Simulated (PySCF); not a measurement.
Relaxation of sextet HRuS

Method: PySCF, UPBE0, basis Ru def2-TZVP with ECP28, S def2-TZVP, H def2-TZVP (scalar-relativistic core potentials, no spin–orbit coupling, density fitting). A (50,194) grid was used.

A start displaced from a saddle point along its imaginary mode, of Cs symmetry, held to at least that symmetry:

Coordinates in bohr (charge 0 multiplicity 6):
```
Ru   -0.0083    0.0003    0.9535
S     0.0116   -0.0004   -3.1705
H     0.4722   -0.0161    4.1688
```

Optimiser trace:
```
step  E − E(last) (kJ/mol)  largest gradient (Eh/bohr)
   0                 10.28                     0.00411
   1                 10.10                     0.00201
   2                 10.02                     0.00079
   3                  9.97                     0.00105
   4                  8.62                     0.01524
   5                  7.29                     0.02038
   6                  5.98                     0.02225
   7                  2.92                     0.01719
   8                  1.66                     0.01329
   9                  0.73                     0.00605
  10                  0.47                     0.00474
  11                  0.00                     0.00052
  12                  0.00                     0.00007
```

It ends at Cs with Ru–H 1.687 Å, Ru–S 2.134 Å; H–Ru–S 131.4° (after a last refinement on a finer grid). A frequency run shows a minimum. Other isomers or separated fragments may lie lower.

Other spin states or occupations of the open shell can lie lower. At this level a quartet minimum of Cs symmetry lies 106 kJ/mol below this structure.
